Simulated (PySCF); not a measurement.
disilicic acid (H6O7Si2), singlet, geometry from GFN2-xTB, with bond 10-1 at 1.6 times its length; SVWN5/STO-3G run with PySCF.

Input for PySCF:
```python
from pyscf import gto, scf, dft

mol = gto.Mole()
mol.atom = '''
    O     2.794806    0.383544    0.452986
    Si    1.396571   -0.425781    0.360053
    O     1.408270   -1.476048   -0.865582
    O     1.178405   -1.214469    1.754064
    O     0.206106    0.677754    0.120164
    Si   -1.335717    0.527135   -0.326687
    O    -1.774083    1.900231   -1.079307
    O    -1.431485   -0.798978   -1.270158
    O    -2.370535    0.294511    0.896270
    H     3.323927    1.083881   -0.792844
    H     0.548543   -1.734278   -1.198057
    H     1.347391   -0.758419    2.573480
    H    -1.173091    2.299273   -1.701459
    H    -2.296899   -1.173921   -1.412719
    H    -2.495262    0.994772    1.529795
'''
mol.basis = 'sto-3g'
mol.charge = 0
mol.spin = 0
mol.verbose = 4
mol.build()

mf = dft.RKS(mol)
mf.xc = 'lda,vwn'
mf = mf.newton()
mf.kernel()
```

Problem. Write the output that PySCF gives for this input, abridged.

Solution. 
```
PySCF version 2.14.0

[INPUT] verbose = 4
[INPUT] num. atoms = 15
[INPUT] num. electrons = 90
[INPUT] charge = 0
[INPUT] spin (= nelec alpha-beta = 2S) = 0
[INPUT] symmetry False subgroup None
[INPUT] Mole.unit = angstrom
[INPUT] Symbol           X                Y                Z      unit          X                Y                Z       unit  Magmom
[INPUT]  1 O      2.794806000000   0.383544000000   0.452986000000 AA    5.281417911291   0.724793116720   0.856019478262 Bohr   0.0
[INPUT]  2 Si     1.396571000000  -0.425781000000   0.360053000000 AA    2.639136703510  -0.804609479043   0.680401560328 Bohr   0.0
[INPUT]  3 O      1.408270000000  -1.476048000000  -0.865582000000 AA    2.661244609441  -2.789326466712  -1.635712918353 Bohr   0.0
[INPUT]  4 O      1.178405000000  -1.214469000000   1.754064000000 AA    2.226862713818  -2.295013796774   3.314700564959 Bohr   0.0
[INPUT]  5 O      0.206106000000   0.677754000000   0.120164000000 AA    0.389483892630   1.280769439828   0.227077050032 Bohr   0.0
[INPUT]  6 Si    -1.335717000000   0.527135000000  -0.326687000000 AA   -2.524139309926   0.996140780673  -0.617348958456 Bohr   0.0
[INPUT]  7 O     -1.774083000000   1.900231000000  -1.079307000000 AA   -3.352530992247   3.590916163408  -2.039594634326 Bohr   0.0
[INPUT]  8 O     -1.431485000000  -0.798978000000  -1.270158000000 AA   -2.705114601423  -1.509849599553  -2.400250754925 Bohr   0.0
[INPUT]  9 O     -2.370535000000   0.294511000000   0.896270000000 AA   -4.479661918696   0.556545130672   1.693704833664 Bohr   0.0
[INPUT] 10 H      3.323927000000   1.083881000000  -0.792844000000 AA    6.281311688047   2.048238241620  -1.498258019505 Bohr   0.0
[INPUT] 11 H      0.548543000000  -1.734278000000  -1.198057000000 AA    1.036596037547  -3.277310443858  -2.263999611618 Bohr   0.0
[INPUT] 12 H      1.347391000000  -0.758419000000   2.573480000000 AA    2.546199972704  -1.433204197667   4.863172387046 Bohr   0.0
[INPUT] 13 H     -1.173091000000   2.299273000000  -1.701459000000 AA   -2.216820709192   4.344996255607  -3.215291522176 Bohr   0.0
[INPUT] 14 H     -2.296899000000  -1.173921000000  -1.412719000000 AA   -4.340510045787  -2.218389181876  -2.669652000969 Bohr   0.0
[INPUT] 15 H     -2.495262000000   0.994772000000   1.529795000000 AA   -4.715361789034   1.879846636386   2.890893576729 Bohr   0.0

nuclear repulsion = 743.889947825988
number of shells = 37
number of NR pGTOs = 177
number of NR cGTOs = 59
basis = sto-3g
ecp = {}

******** <class 'pyscf.soscf.newton_ah.SecondOrderRKS'> ********
method = SecondOrderRKS
initial guess = minao
damping factor = 0
level_shift factor = 0
DIIS = <class 'pyscf.scf.diis.CDIIS'>
diis_start_cycle = 1
diis_space = 8
diis_damp = 0
SCF conv_tol = 1e-09
SCF conv_tol_grad = None
SCF max_cycles = 50
direct_scf = True
direct_scf_tol = 1e-13
XC library pyscf.dft.libxc version 7.1.2
    S. Lehtola, C. Steigemann, M. J. T. Oliveira, and M. A. L. Marques,  SoftwareX 7, 1–5 (2018)
XC functionals = lda,vwn
    P. A. M. Dirac,  Math. Proc. Cambridge Philos. Soc. 26, 376 (1930)
    F. Bloch,  Z. Phys. 57, 545 (1929)
    S. H. Vosko, L. Wilk, and M. Nusair,  Can. J. Phys. 58, 1200 (1980)
radial grids:
    Treutler-Ahlrichs [JCP 102, 346 (1995); DOI:10.1063/1.469408] (M4) radial grids

becke partition: Becke, JCP 88, 2547 (1988); DOI:10.1063/1.454033
pruning grids: <function nwchem_prune>
grids dens level: 3
symmetrized grids: False
atomic radii adjust function: <function treutler_atomic_radii_adjust>
small_rho_cutoff = 0
******** <class 'pyscf.dft.rks.RKS'> Newton solver flags ********
SCF tol = 1e-09
conv_tol_grad = None
max. SCF cycles = 50
direct_scf = True
direct_scf_tol = 1e-13
max_cycle_inner = 12
max_stepsize = 0.05
ah_start_tol = 1e+09
ah_level_shift = 0
ah_conv_tol = 1e-12
ah_lindep = 1e-14
ah_start_cycle = 1
ah_max_cycle = 40
ah_grad_trust_region = 2.5
kf_interval = 4
kf_trust_region = 5
canonicalization = True
Set conv_tol_grad to 3.16228e-05
Initial guess from minao.
tot grids = 195784
  HOMO = -0.440694529840078  LUMO = -0.160280142140888  gap/eV = 7.63046
Initial guess E= -1088.08678823961  |g|= 1.46321
macro= 0  E= -1088.80401437705  delta_E= -0.717226  |g|= 0.545746  3 KF 16 JK
macro= 1  E= -1088.88862588334  delta_E= -0.0846115  |g|= 0.0616415  3 KF 10 JK
macro= 2  E= -1088.88934819885  delta_E= -0.000722316  |g|= 0.0030372  3 KF 10 JK
macro= 3  E= -1088.889348398  delta_E= -1.9915e-07  |g|= 6.90378e-05  2 KF 8 JK
macro= 4  E= -1088.88934839799  delta_E= 1.25056e-11  |g|= 6.10478e-06  1 KF 2 JK
Canonicalize SCF orbitals
macro X = 5  E=-1088.88934839799  |g|= 6.10478e-06  total 13 KF 52 JK
converged SCF energy = -1088.88934839799
```
